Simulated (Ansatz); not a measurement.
Reaction (cleavage of the Si–B bond): `[CH3][SnH2][BH][SiH3]` + `[OH][In]([OH])[SH]` → `[OH][In]([SH])[O][SiH3]` + `[BH2][SnH2][CH3]`

Isolated molecules relaxed with PBE0-D4/def2-TZVP in Ansatz; ΔE leaves out vibrations. CCSD(T)/CBS is the MP2 limit (def2-TZVPP, def2-QZVPP) plus CCSD(T) − MP2 in def2-TZVPP, frozen cores. Elements past krypton have def2 core potentials. For In, Sn outer-core shells are correlated without core-valence functions, which leaves a few kJ/mol of doubt a bond. One conformer a species, not always the lowest.

`[CH3][SnH2][BH][SiH3]`:

```xyz
13

C     1.669    0.344   -1.233
Sn    1.261   -0.635    0.632
B    -0.897   -0.481    1.256
Si   -2.265    0.374    0.072
H     1.054   -0.089   -2.023
H     2.720    0.228   -1.499
H     1.440    1.408   -1.154
H     2.295    0.018    1.834
H     1.672   -2.295    0.472
H    -1.186   -0.872    2.349
H    -2.013    0.108   -1.371
H    -2.064    1.840    0.293
H    -3.687    0.052    0.372
```

`[OH][In]([OH])[SH]`:

```xyz
7

O     1.028   -1.646    0.646
In    0.012   -0.080   -0.008
O     0.467    1.609    0.903
S    -1.619   -0.110   -1.716
H     0.804   -2.466    0.199
H     1.143    1.480    1.574
H    -1.835    1.212   -1.598
```

`[OH][In]([SH])[O][SiH3]`:

Z-matrix (Å, degrees):
```
Si
O 1 1.627
H 1 1.488 2 110.7
H 1 1.488 2 110.7 3 -120.8
H 1 1.498 2 111.0 3 119.6
In 2 1.982 1 134.4 3 -119.8
S 6 2.350 2 120.5 1 0.1
O 6 1.964 2 112.7 1 -179.9
H 7 1.346 6 91.4 2 0.0
H 8 0.962 6 110.9 2 0.0
```

`[BH2][SnH2][CH3]`:

Cartesian coordinates in Å:
```
B -1.718 0.056 1.182
Sn -0.104 0.730 -0.230
C 1.376 -0.769 -0.637
H -1.763 -1.064 1.596
H -2.567 0.818 1.538
H 0.688 2.120 0.392
H -0.812 1.206 -1.720
H 1.878 -1.058 0.287
H 0.903 -1.651 -1.070
H 2.119 -0.387 -1.337
```

```json
{"species": "`[CH3][SnH2][BH][SiH3]`", "SCS-MP2/def2-QZVPP energy (Eh)": "-571.01539"}
{"species": "`[OH][In]([OH])[SH]`", "SCS-MP2/def2-QZVPP energy (Eh)": "-739.51905"}
{"species": "`[OH][In]([SH])[O][SiH3]`", "SCS-MP2/def2-QZVPP energy (Eh)": "-1029.81853"}
{"species": "`[BH2][SnH2][CH3]`", "SCS-MP2/def2-QZVPP energy (Eh)": "-280.76313"}
```

Work out ΔE.

ΔE = (-1029.81853) + (-280.76313) − (-571.01539) − (-739.51905) = -0.04722 Eh = -1.28 eV. CCSD(T)/CBS gives -1.15 eV.

Largest T1 diagnostic among the species: 0.016.

From PBE to PBE0 (25 % exact exchange), in def2-TZVPP and without D4, ΔE moves by −0.12 eV. In def2-TZVPP, CCSD(T) changes the Hartree–Fock value by +0.29 eV (the triples alone add +0.04 eV) and MP2 by +0.21 eV.
